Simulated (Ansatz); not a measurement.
Single points on ZrSi₄O₄H₁₂ (relaxed from a model of Zr(OSiH3)4, whose bonding it doesn't keep).

```yaml
crystal:
  periodic: [false, false, false]
  atoms:
    - {symbol: Zr, position_ang: [-0.000167, -0.000091, 0.000220]}
    - {symbol: O, position_ang: [0.824316, -0.699778, 1.615467]}
    - {symbol: Si, position_ang: [1.516871, -1.299274, 3.000313]}
    - {symbol: H, position_ang: [2.243101, -2.568940, 2.697105]}
    - {symbol: H, position_ang: [0.459472, -1.574309, 4.018599]}
    - {symbol: H, position_ang: [2.483197, -0.304398, 3.557134]}
    - {symbol: O, position_ang: [1.200855, -0.261347, -1.505635]}
    - {symbol: Si, position_ang: [2.233919, -0.473017, -2.788154]}
    - {symbol: H, position_ang: [2.938576, -1.784987, -2.662140]}
    - {symbol: H, position_ang: [3.247167, 0.624058, -2.810395]}
    - {symbol: H, position_ang: [1.465619, -0.452085, -4.069034]}
    - {symbol: O, position_ang: [-0.355404, 1.897825, 0.223969]}
    - {symbol: Si, position_ang: [-0.659125, 3.520564, 0.400995]}
    - {symbol: H, position_ang: [-1.943874, 3.719872, 1.138140]}
    - {symbol: H, position_ang: [-0.762395, 4.167218, -0.941368]}
    - {symbol: H, position_ang: [0.449179, 4.164905, 1.167705]}
    - {symbol: O, position_ang: [-1.670372, -0.936976, -0.332986]}
    - {symbol: Si, position_ang: [-3.091641, -1.748376, -0.613075]}
    - {symbol: H, position_ang: [-4.180030, -1.175101, 0.234408]}
    - {symbol: H, position_ang: [-2.924842, -3.194518, -0.279123]}
    - {symbol: H, position_ang: [-3.474411, -1.621256, -2.052155]}
basis:
  gaussian: {orbitals: def2-SVP, initial_orbitals: start.molden}
hamiltonian: {xc: pbe, dispersion: d4}
scf: {omitted_lower_state_checks: [starts]}
output: {orbitals: {seedname: orbitals}}
```

The file start.molden holds the orbitals of an earlier run on this structure, at another level or in another basis.

```sh
$ ansatz run in.yaml --threads 4 --pin off --events-out ev --progress --plain --max-ram 6963MiB
```

Output, abridged:

```
Functional definition: PBE
2330 factors; their error is unknown
mean field evaluation 1: about -41143.4778 eV, gradient 1.2e1 eV
mean field evaluation 2: about -41143.9291 eV, gradient 3.1e-1 eV
mean field evaluation 4: about -41143.7836 eV, gradient 5.2e-4 eV
mean field -41143.78361975 eV, -1512.0061597675 hartree, gradient 2.6e-5 eV, S^2 0.000000; 0 other end points of the search recorded, 0 dependent functions left out
reference -41143.78371017 eV, -1512.0061630905 hartree; 56, 56 occupied and 163, 163 virtual orbitals, 2330 factors
Total energy: -41144.35076779 eV, -1512.0270020737 hartree
Checks for a lower state left out: starts
```

Run time 4.5 s (4 threads of Arm Neoverse V2 on a shared host).

First input, but with `hamiltonian: {xc: pbe}`, `correlation: {method: rpa}` and without the key `output` (abridged; 11 s):

```
Functional definition: PBE
mean field -41143.78355320 eV, -1512.0061573219 hartree, gradient 1.8e-6 eV, S^2 0.000000
24 core orbitals not correlated: weight in the atoms' cores, before any rotation towards them, 1.000 or more for the frozen orbitals, at most 0.000 for the correlated occupied ones
Total energy: -41107.86563479 eV, -1510.6861981664 hartree
Checks for a lower state left out: starts
```

Geometry: PBE0-D4/def2-SVP.

In the def2 sets Zr takes a core potential; there is no spin–orbit coupling. Correlated methods freeze 24 core orbitals; core or outer-core shells of Zr are correlated, in sets that lack core-valence functions.
